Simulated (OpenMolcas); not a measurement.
**What dynamic correlation does to the levels of Co**

```json
{"Program": "OpenMolcas", "Basis": "ANO-R1 [5s3p2d1f]", "Scalar Hamiltonian": "X2C, finite nucleus", "Active space": "7 electrons in 5 orbitals (3d)", "State averaging": "2S+1 = 4 even, 10 roots; 2S+1 = 2 even, 40 roots (35 in the spin-orbit step)", "Spin-orbit coupling": "RASSI with atomic mean-field integrals over the reference wave functions, term energies averaged over their components"}
```

Methods on the same reference wave functions:
A. CASSCF
B. SS-CASPT2, IPEA 0.25 Eh, imaginary shift 0.1 Eh (closed shells correlated: 3s 3p 4s)

Energies in cm-1 above 3d7 4s2 4F 9/2, the measured ground level; measured values from NIST Handbook of Basic Atomic Spectroscopic Data.

```csv
Level,A,B,Measured
3d7 4s2 4F 9/2,0.0,0.0,0.0
3d7 4s2 4F 7/2,817,820,816
3d7 4s2 4F 5/2,1421,1422,1407
3d7 4s2 4F 3/2,1838,1834,1809
3d7 4s2 2G 9/2,18803,16740,
3d7 4s2 4P 5/2,18866,16120,13795
3d7 4s2 4P 3/2,19143,16400,14036
3d7 4s2 4P 1/2,19517,16770,14399
3d7 4s2 2G 7/2,19577,17510,
3d7 4s2 2P 3/2,24873,21800,
3d7 4s2 2H 11/2,24999,22640,
3d7 4s2 2P 1/2,25680,22770,
3d7 4s2 2H 9/2,25681,23330,
3d7 4s2 2D 5/2,27072,23120,
3d7 4s2 2D 3/2,28275,24480,
3d7 4s2 2F 5/2,43313,37970,
3d7 4s2 2F 7/2,43627,38290,
```

Deviations, from unrounded energies. A percentage is the sum of absolute deviations over the sum of measured energies, with the sign that they share, or ± where signs differ.

| Against measurement | Levels | A | B |
| --- | --- | --- | --- |
| mean absolute deviation (cm-1) | 6 | 2600 | 1200 |
| fine structure of the ground term (%) | 3 | +1.1 | +1.1 |
| other terms of the ground configuration (%) | 3 | +36.2 | +16.7 |

B lies closest to measurement on these levels. The largest miss of B in the table is 3d7 4s2 4P 1/2, by +2400 cm-1. The ranking rests on the paired levels alone, and a cruder setting can come out closer through cancelling errors.

From A to B the spin-free energies of the other terms of 3d7 4s2 shown, above 4F, scale by factors of 0.85 to 0.90, as is usual when dynamic correlation screens the repulsion within a d or f shell.

The lowest spin-free term lies below A's lowest term by 0.393 hartree in B.

Term energies are means over components that CASPT2 splits; among the terms shown or strongly mixed into the levels shown the widest spread is 1200 cm-1 (3d7 4s2 2H, B). Some high roots are left out of the spin-orbit mixing, which shifts the levels that they would mix with. With the s shell closed, the reference lacks s² → p², s² → d² and s → d mixing, so excited terms can stand far too high and out of order, with CASPT2 too. Without dynamic correlation excited terms often stand tens of per cent too high (terms of higher spin than the ground term too low), and those without a measured partner can miss by more than the paired ones (holds for A). The CASPT2 spread within a term exceeds the gap to the next term for 3d7 4s2 2P and 3d7 4s2 2H, 3d7 4s2 2H and 3d7 4s2 2D, so the order of their levels is uncertain (holds for B). Some terms miss by over 15 % even with CASPT2, which points to a basis or an active space too small for the shells correlated (holds for B). Measured partners are found by configuration, term and J. A level has none where our copy of the source lacks it or the pairing is in doubt (some pairs that miss far off the trend of their configuration count as doubtful), and it then counts in no deviation. Only configurations of the active space appear.
